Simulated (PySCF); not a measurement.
Species: CH₅AlF₂Ge.
Structure used (PBE0-D3(BJ)/def2-SVP), in Å, numbered top down from 1:
```xyz
10
CH5AlF2Ge angstrom
F      1.6615    2.3523    0.1306
Al     2.1277    0.7785    0.3733
F      3.6291    0.5538    1.0394
C      0.9442   -0.6650   -0.0846
Ge    -0.9543   -0.1820   -0.0348
H      1.1274   -1.5232    0.5831
H      1.1779   -1.0089   -1.1076
H     -1.8296   -1.4222   -0.2988
H     -1.3081    0.3907    1.3518
H     -1.2467    0.8832   -1.1049
```

The calculation used PySCF, PBE0-D3(BJ)/def2-SVP geometry optimisation, gas phase.

Masses are those of the commonest isotopes; rigid-rotor values at the optimised geometry. The values belong to one conformer with, in the numbering `[F:1][Al:2]([F:3])[CH2:4][GeH3:5]`, F1–Al2–C4–Ge5 -26°.

Task: Give the principal moments of inertia and the rotational constants in MHz.

Result: Ia = 90.53, Ib = 519.36, Ic = 591.63 u·Å²; 505379 MHz·u·Å²/I gives A = 5583, B = 973.1, C = 854.2 MHz.

Task: What kind of rotor is it?

Result: A near-prolate asymmetric top: κ = (2 × 973.1 − 5583 − 854.2)/(5583 − 854.2) = -0.95.

Task: What does the inertial defect say?

Result: Not planar: Δ = Ic − Ia − Ib = -18.25 u·Å². For a rigid frame Δ = −2 Σ m c², so Σ m c² = 9.13 u·Å² lies off the ab plane: 5.33 from hydrogen and 3.80 from heavier atoms. The atom farthest from that plane is 1.54 Å away.

Task: Give the other two planar moments, Paa and Pbb, and the rms extents of the mass along the axes.

Result: Paa = Σ m a² = (Ib + Ic − Ia)/2 = 510.23 and Pbb = Σ m b² = (Ia + Ic − Ib)/2 = 81.40 u·Å². With the mass M = 155.94 u, the rms extents √(P/M) along a, b and c are 1.81, 0.72, 0.24 Å.

Task: Which types of transition are allowed, and where do some lines up to J = 4 fall?

Result: The dipole components are |μa| = 1.47 D, |μb| = 1.46 D, |μc| = 0.65 D. The squared components, which scale the intensities, stand as 1.00 : 0.98 : 0.19 (a : b : c). Some of the stronger lines:

```
type  branch         J(Ka,Kc)    MHz  lower level (cm⁻¹)
   b       R  3(0,3) ← 2(1,2)    980               0.333
   a       R  2(1,2) ← 1(1,1)   3536               0.215
   c       Q  4(1,4) ← 4(0,4)   4103               0.608
   b       Q  2(1,1) ← 2(0,2)   4849               0.183
   b       Q  3(1,2) ← 3(0,3)   5035               0.365
   a       R  3(1,3) ← 2(1,2)   5302               0.333
   a       R  4(1,4) ← 3(1,3)   7067               0.510
   a       R  4(0,4) ← 3(0,3)   7287               0.365
   b       R  2(1,2) ← 1(0,1)   8145               0.061
   c       R  2(1,1) ← 1(0,1)   8502               0.061
   b       R  3(1,3) ← 2(0,2)   9795               0.183
   b       R  4(1,4) ← 3(0,3)  11389               0.365
   c       Q  3(2,2) ← 3(1,2)  13651               0.533
   b       Q  3(2,1) ← 3(1,2)  13663               0.533
   c       Q  2(2,1) ← 2(1,1)  13828               0.345
   b       Q  4(2,3) ← 4(1,4)  14605               0.745
   c       R  2(2,0) ← 1(1,0)  17604               0.219
   b       R  3(2,2) ← 2(1,1)  19310               0.345
   c       R  3(2,2) ← 2(1,2)  19667               0.333
   b       R  4(2,2) ← 3(1,3)  21706               0.510
   c       Q  4(3,2) ← 4(2,2)  23318               1.234
   b       Q  4(3,1) ← 4(2,2)  23318               1.234
   b       Q  3(3,0) ← 3(2,1)  23334               0.989
   b       R  3(3,1) ← 2(2,0)  28825               0.806
   c       R  3(3,0) ← 2(2,0)  28825               0.806
   b       R  4(3,1) ← 3(2,2)  30660               0.989
   b       R  4(4,1) ← 3(3,0)  39992               1.767
```

Task: Estimate the classical rotational partition function at 10 K, 50 K and 200 K.

Result: Point group C1, symmetry number σ = 1; q = (√π/σ)·√((kT/h)³/(ABC)), k/h = 20836.6 MHz/K: 2470 at 10 K, 27700 at 50 K, 221000 at 200 K.

Whether it is a minimum is left open (no frequencies). Constants of a rigid frame at the computed geometry: no zero-point averaging, no centrifugal distortion. A rigid rotor knows nothing of internal rotation, which can split or shift real lines. Quadrupole hyperfine structure (27Al) is left out.
